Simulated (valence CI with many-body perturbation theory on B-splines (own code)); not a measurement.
Values are calculated unless marked as measured or tabulated.
**Hyperfine factors and g values of Ru³⁰⁺**

Level of theory: valence CI with perturbative core correlation (CI+MBPT): four valence electrons over a frozen Dirac-Fock core [Ne], a basis of 11 s, 11 p, 10 d, 8 f, 5 g, 2 h functions for each j, with the one-electron correlation potential Σ1, the two-electron term Σ2, the three-electron term Σ3, Breit, model QED; selected CI, second order for the rest, scaled by the run's own slope (own B-spline code, finite nucleus).

The last digits are not significant, and no measured levels were compared; by estimate large intervals hold to a few tenths of a per cent, small ones and those within an open d or f shell to about a per cent. Among the levels kept, up to 710 cm⁻¹ of a level comes from second order outside the variational space, and about a tenth of that is noise between levels of different J, which matters for small intervals.

A/g_I is the dipole constant over the nuclear g factor μ/I (μ in nuclear magnetons, uniformly magnetised nucleus), B/Q the quadrupole constant per barn. Both hold the static response of the core; the bare values leave it out. Large factors of s and p1/2 electrons are usually good to 5 to 10 %; those of open d and f shells near neutrality can be off by tens of per cent, and small factors of p3/2, d and f electrons come from cancelling terms and can be off by a factor of two or in sign, in half-filled shells by more. B is blank for J = 1/2, where it vanishes, and for nearly pure S terms. Energies count from the lowest level. Levels with J = 0 are left out.

Levels are named by their leading jj configuration (3d3/2^4 stands for four electrons in 3d with j = 3/2), which in mixed levels can hold well under half, so a name can repeat and another be missing. Letters in brackets count levels of one name in rising energy.

| Level | E (cm⁻¹) | g | A/g_I (MHz) | A/g_I bare | B/Q (MHz/b) | B/Q bare |
| --- | --- | --- | --- | --- | --- | --- |
| (3s^2 3p1/2 3p3/2) J=1 | 207500 | 1.498 | -6630 | -5320 | 31700 | 31000 |
| (3s^2 3p1/2 3p3/2) J=2 | 245700 | 1.226 | 73500 | 72000 | 37800 | 36900 |
| (3s^2 3p3/2^2) J=2 | 481570 | 1.267 | 37200 | 36800 | 25600 | 25000 |
| (3s 3p1/2^2 3p3/2) J=2 | 791180 | 1.772 | 171000 | 167000 | 30300 | 29700 |
| (3s 3p1/2^2 3p3/2) J=1 | 918130 | 0.845 | -87500 | -83900 | 49800 | 48600 |
| (3s 3p1/2 3p3/2^2) J=2 [a] | 994170 | 1.413 | 116000 | 113000 | 47200 | 46200 |
| (3s 3p1/2 3p3/2^2) J=3 | 1054700 | 1.324 | 145000 | 141000 | -9750 | -9410 |
| (3s^2 3p1/2 3d3/2) J=2 | 1091700 | 0.900 | 47500 | 47000 | -14700 | -13800 |
| (3s 3p1/2 3p3/2^2) J=1 [a] | 1161200 | 1.281 | 134000 | 131000 | -52200 | -51000 |
| (3s 3p1/2 3p3/2^2) J=2 [b] | 1199700 | 0.958 | 23400 | 23400 | 4330 | 4600 |
| (3s^2 3p1/2 3d5/2) J=3 | 1244000 | 1.103 | 43700 | 43200 | 31200 | 31300 |
| (3s 3p1/2 3p3/2^2) J=1 [b] | 1252600 | 1.400 | 53200 | 53200 | 1850 | 1910 |
| (3s^2 3p1/2 3d5/2) J=2 | 1290600 | 1.305 | 50700 | 50100 | -12700 | -12000 |
| (3s^2 3p1/2 3d3/2) J=1 | 1300800 | 0.944 | -31200 | -29000 | 16300 | 16200 |
| (3s 3p3/2^3) J=2 | 1341400 | 1.290 | 85800 | 84000 | -17900 | -17300 |
| (3s^2 3p3/2 3d5/2) J=4 | 1424700 | 1.247 | 17300 | 17700 | 77500 | 76700 |
| (3s^2 3p3/2 3d3/2) J=1 | 1462900 | 1.192 | 11000 | 11900 | -17200 | -17000 |
| (3s^2 3p3/2 3d3/2) J=2 | 1477000 | 1.060 | 13300 | 13900 | -11300 | -11000 |
| (3s^2 3p3/2 3d3/2) J=3 | 1487300 | 1.225 | 32600 | 32800 | 16200 | 16300 |
| (3s 3p3/2^3) J=1 | 1545900 | 1.338 | -60800 | -57000 | -18300 | -18000 |
| (3s^2 3p3/2 3d5/2) J=2 | 1563900 | 1.275 | 73200 | 71800 | -45500 | -44400 |
| (3s^2 3p3/2 3d5/2) J=3 | 1600700 | 1.083 | 22200 | 22200 | 41900 | 41800 |
| (3s^2 3p3/2 3d5/2) J=1 | 1663900 | 0.976 | -15300 | -14100 | 6250 | 6370 |
| (3s 3p1/2^2 3d3/2) J=1 | 1702200 | 0.255 | -116000 | -112000 | 3280 | 3560 |
| (3s 3p1/2^2 3d3/2) J=2 | 1712700 | 1.239 | 108000 | 106000 | 8490 | 8780 |
| (3p1/2^2 3p3/2^2) J=2 | 1766500 | 1.236 | 8730 | 9980 | -3000 | -2700 |
| (3s 3p1/2^2 3d5/2) J=3 | 1787800 | 1.367 | 86300 | 84800 | 22000 | 22400 |
| (3s 3p1/2 3p3/2 3d3/2) J=1 [a] | 1874300 | 1.299 | 94700 | 93100 | -29900 | -29500 |
| (3s 3p1/2 3p3/2 3d3/2) J=2 [a] | 1878900 | 1.065 | 41300 | 41000 | -24200 | -23600 |
| (3s 3p1/2 3p3/2 3d3/2) J=3 [a] | 1893100 | 1.251 | 98100 | 96200 | -22100 | -21400 |
| (3s 3p1/2 3p3/2 3d5/2) J=4 [a] | 1908400 | 1.354 | 75400 | 74200 | 39600 | 39600 |
| (3s 3p1/2 3p3/2 3d3/2) J=2 [b] | 1919700 | 1.020 | 25300 | 25400 | -7580 | -7080 |
| (3s 3p1/2 3p3/2 3d5/2) J=4 [b] | 1938700 | 1.345 | 103000 | 101000 | 31700 | 31300 |
| (3s 3p1/2 3p3/2 3d5/2) J=1 [a] | 1963900 | 1.460 | -24600 | -21700 | -19100 | -18700 |

**Question.** Take the isotope of mass number 101, with I = 5/2, μ = -0.718 μN and Q = 0.46 b. What is the hyperfine structure of (3s 3p1/2 3p3/2^2) J=2 [a]?

**Answer.** From the table A = -33300 MHz, B = 21700 MHz. Shifts from the centre of gravity in MHz: F = 1/2: 248000, F = 3/2: 189000, F = 5/2: 94500, F = 7/2: -25900, F = 9/2: -161000.
